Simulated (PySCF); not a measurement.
Species: C5H6F2.
SMILES with atom numbers: `[CH2:1]=[CH:2]/[CH:3]=[CH:4]/[CH:5]([F:6])[F:7]` (hydrogens: H8, H9 on C1; H10 on C2; H11 on C3; H12 on C4; H13 on C5)

Level: CAM-B3LYP/def2-SVPD in PySCF, non-relativistic, on one gas-phase PBE0-D3(BJ)/def2-SVP geometry that isn't relaxed in the solvent. The solvent is an IEF-PCM continuum (Bondi radii, 1.10 Å for H, scaled by 1.2), and excitations are vertical TDDFT with non-equilibrium linear response and a frozen core. Only the electrostatic response of the medium enters.

Gas-phase singlets (H = HOMO, L = LUMO):

| state | E (eV) | λ (nm) | f | leading configurations |
| --- | --- | --- | --- | --- |
| S1 | 5.815 | 213 | 0.804 | H→L 98% |
| S2 | 7.018 | 177 | 0.002 | H→L+1 83%, H→L+3 11% |
| S3 | 7.251 | 171 | 0.006 | H→L+2 74% |
| S4 | 7.300 | 170 | 0.004 | H-2→L 48%, H-3→L 23% |
| S5 | 7.415 | 167 | 0.007 | H→L+4 56%, H→L+3 18% |

Task: Give the list for benzene (ε = 2.271), n² = 2.25.

Result: 
| state | E (eV) | λ (nm) | f | leading configurations | change by rank (eV) |
| --- | --- | --- | --- | --- | --- |
| S1 | 5.548 | 223 | 0.928 | H→L 98% | -0.267 |
| S2 | 7.030 | 176 | 0.004 | H→L+1 79%, H→L+3 14% | +0.012 |
| S3 | 7.250 | 171 | 0.001 | H-2→L 50%, H-3→L 22% | -0.001 |
| S4 | 7.313 | 170 | 0.009 | H→L+2 65%, H→L+3 13% | +0.013 |
| S5 | 7.403 | 167 | 0.010 | H→L+4 56%, H→L+3 16% | -0.012 |

Task: The ground-state energy changes by -0.086 eV from gas to benzene. By how much does the total energy of gas-phase S1 change?

Result: E(S1) = E(S0) + excitation energy, so it changes by -0.086 − 0.267 = -0.353 eV: it is lowered more than the ground state, which is what a red shift means. This is the vertical state, with the slow part of the continuum still set for S0.

Task: How do the frontier levels move from gas to benzene?

Result: 
| orbital | gas (eV) | solvent (eV) | change (eV) |
| --- | --- | --- | --- |
| LUMO+2 | 1.71 | 1.87 | +0.16 |
| LUMO+1 | 1.48 | 1.59 | +0.11 |
| LUMO | -0.31 | -0.20 | +0.11 |
| HOMO | -8.46 | -8.34 | +0.12 |
| HOMO-1 | -11.17 | -11.06 | +0.11 |
| HOMO-2 | -11.34 | -11.27 | +0.07 |
| HOMO-3 | -11.89 | -11.76 | +0.13 |

The HOMO–LUMO gap goes from 8.15 to 8.15 eV.

Conformer computed: `[CH2:1]=[CH:2]/[CH:3]=[CH:4]/[CH:5]([F:6])[F:7]`: C1–C2–C3–C4 180°, C3–C4–C5–F6 -127°.
